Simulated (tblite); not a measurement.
C₆H₁₂F (doublet state).
Numbering: `[CH2:1][CH2:2][C@H:3]([CH3:4])[CH2:5][CH2:6][F:7]` (hydrogens: H8, H9 on C1; H10, H11 on C2; H12 on C3; H13, H14, H15 on C4; H16, H17 on C5; H18, H19 on C6)

Geometry (GFN2-xTB, Å), atoms numbered from 1 in this order:
```xyz
19
C6H12F angstrom
C     -0.9666    1.4004    1.2020
C     -0.7206    1.1850   -0.2300
C     -0.3084   -0.2729   -0.5980
C     -1.4804   -1.2245   -0.3811
C      0.9056   -0.7516    0.2049
C      2.1801    0.0251   -0.0900
F      2.5229   -0.0906   -1.4179
H     -1.9389    1.2392    1.6243
H     -0.1657    1.6633    1.8662
H     -1.6257    1.4051   -0.8021
H      0.0734    1.8500   -0.5792
H     -0.0423   -0.2779   -1.6601
H     -2.3469   -0.9024   -0.9535
H     -1.2172   -2.2305   -0.7008
H     -1.7528   -1.2573    0.6713
H      1.0849   -1.8031   -0.0308
H      0.6964   -0.6708    1.2730
H      2.0678    1.0941    0.1106
H      3.0246   -0.3713    0.4837
```

Calculated harmonic vibrations of the isolated species, GFN2-xTB (tblite), most abundant isotopes, no scaling. Errors from tens to a few hundred cm⁻¹ against measured bands are possible. One conformer, not necessarily the lowest. Open shells enter through the occupations alone, without spin polarisation, and single modes of such species can be off by tens of per cent.

Harmonic wavenumbers (cm⁻¹): 38.9, 77.0, 113.2, 154.3, 218.1, 235.9, 282.4, 334.2, 371.4, 453.3, 510.1, 575.1, 783.5, 803.4, 876.3, 919.4, 981.6, 995.2, 1020.7, 1062.2, 1088.5, 1127.5, 1142.5, 1162.3, 1186.2, 1222.2, 1245.4, 1268.5, 1302.0, 1321.4, 1334.3, 1360.5, 1405.8, 1413.7, 1449.0, 1460.2, 1483.8, 1499.8, 1503.2, 2940.5, 2942.2, 2952.2, 2956.7, 2961.6, 2982.5, 2991.3, 3030.6, 3036.5, 3041.3, 3131.7, 3170.0.

A = 3654, B = 1633, C = 1377 MHz; mass 103.092 u (most abundant isotopes); point group C1, symmetry number 1; spin multiplicity 2.

Task: Zero-point energy?

Result: Half the sum of the wavenumbers: 35960 cm⁻¹ = 430.18 kJ/mol.

Task: Give the ideal-gas entropy at 350 K and 1 bar in the rigid-rotor, harmonic-oscillator model (classical rotation).

Result: Translation 170.00, rotation 119.41, vibration 129.45, spin (R ln 2) 5.76: S = 424.6 J/(mol K).

Task: And Cp and H(350 K) − H(0)?

Result: Cp = 164.94 J/(mol K), of which vibrations give 131.68 (their classical limit is 51 R = 424.0); H(350 K) − H(0) = 34.94 kJ/mol without the zero-point energy, 23.30 from vibrations.

Task: How do the functions run with temperature in this model?

Result: 
```json
{"T (K)": "150", "S (J/(mol K))": "321.1", "Cp (J/(mol K))": "92.5", "H − H(0) (kJ/mol)": "9.49", "G − H(0) (kJ/mol)": "-38.67", "ln q(vib)": "2.89"}
{"T (K)": "250", "S (J/(mol K))": "376.1", "Cp (J/(mol K))": "126.3", "H − H(0) (kJ/mol)": "20.40", "G − H(0) (kJ/mol)": "-73.62", "ln q(vib)": "5.26"}
{"T (K)": "298.15", "S (J/(mol K))": "399.9", "Cp (J/(mol K))": "144.5", "H − H(0) (kJ/mol)": "26.92", "G − H(0) (kJ/mol)": "-92.30", "ln q(vib)": "6.37"}
{"T (K)": "400", "S (J/(mol K))": "447.9", "Cp (J/(mol K))": "184.4", "H − H(0) (kJ/mol)": "43.67", "G − H(0) (kJ/mol)": "-135.50", "ln q(vib)": "8.71"}
{"T (K)": "600", "S (J/(mol K))": "535.9", "Cp (J/(mol K))": "250.3", "H − H(0) (kJ/mol)": "87.49", "G − H(0) (kJ/mol)": "-234.02", "ln q(vib)": "13.25"}
{"T (K)": "900", "S (J/(mol K))": "650.8", "Cp (J/(mol K))": "316.0", "H − H(0) (kJ/mol)": "173.23", "G − H(0) (kJ/mol)": "-412.52", "ln q(vib)": "19.85"}
```

q(vib) and H(0) count from the zero-point level.

Task: Blend soft modes into free rotors: weight 1/[1 + (100 cm⁻¹/ν̃)⁴] for the oscillator and the rest for a rotor with moment μB/(μ + B), μ = h/(8π²ν), B = 10⁻⁴⁴ kg m². What vibrational entropy results?

Result: 118.28 J/(mol K) in place of 129.45, which changes −T·S at 350 K by +3.91 kJ/mol.

Task: What must be added to the electronic energy to get the Gibbs energy at 350 K and 1 bar?

Result: ZPE + [H(350 K) − H(0)] − T·S = 430.18 + 34.94 − 148.62 = 316.50 kJ/mol.

Task: Which modes carry the vibrational entropy at 350 K?

Result: 38.9 cm⁻¹: 23.56; 77.0 cm⁻¹: 17.91; 113.2 cm⁻¹: 14.75; 154.3 cm⁻¹: 12.24; 218.1 cm⁻¹: 9.50; 235.9 cm⁻¹: 8.89 J/(mol K); the other 45 give 42.60 together.

Hindered rotation and anharmonicity are outside this model. Other conformers, if any are populated, would add a mixing term that is left out. The structure is chiral; the term R ln 2 for an equal mix with its mirror image is left out.
